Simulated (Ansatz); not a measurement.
Ideal-gas functions of C2H3ClSSi (`C=C1S[SiH]1Cl`) at 800 K and 1 bar, from an Ansatz frequency run at PBE0-D4/def2-TZVP.

Molar mass 122.65 g/mol, point group C1 (symmetry number 1), electronic degeneracy 1, moments of inertia 112.333, 309.734, 375.321 u Å². Harmonic wavenumbers (cm⁻¹, unscaled): 121, 176, 289, 376, 466, 548, 603, 647, 675, 728, 817, 908, 1059, 1430, 1716, 2290, 3151, 3239.

Use S(trans) = R[1.5 ln M + 2.5 ln T − 1.1517]; rotational temperatures θ = 24.2544 K / I; S(rot) = R[ln(√π/σ · √(T³/θAθBθC)) + 1.5]; for each mode x = 1.438777 ν̃/T, S = R[x/(eˣ − 1) − ln(1 − e⁻ˣ)] and H = RT x/(eˣ − 1); 1 cm⁻¹ = 0.0119627 kJ/mol; R = 8.31446 J/(mol·K).

Problem. By hand: the entropy, in J/(mol·K).

Solution. Translation 189.4. Rotation: θ = 0.2159, 0.0783, 0.0646 K, giving 129.0. Vibration, mode by mode: 21.01, 17.91, 13.85, 11.72, 10.02, 8.76, 8.04, 7.51, 7.19, 6.64, 5.82, 5.10, 4.11, 2.43, 1.62, 0.70, 0.19, 0.17, in all 132.8. Electronic 0.0. Sum 451.2 J/(mol·K).

Problem. By hand: H − E and G − E in kJ/mol, counted from the electronic energy.

Solution. Zero-point energy ½ × 19239 × 0.0119627 = 115.1; thermal vibration 54.2; translation, rotation and pV give 4 RT = 26.6. H − E = 195.9 kJ/mol, and G − E = 195.9 − 800 × 451.2/1000 = -165.1 kJ/mol.

Vibration gives 29 % of the entropy, 21.0 J/(mol·K) of it from the mode under 150 cm⁻¹: soft modes count most, and the harmonic formula is weakest for them. The sum counts one conformer and one mirror image; others add a mixing term.
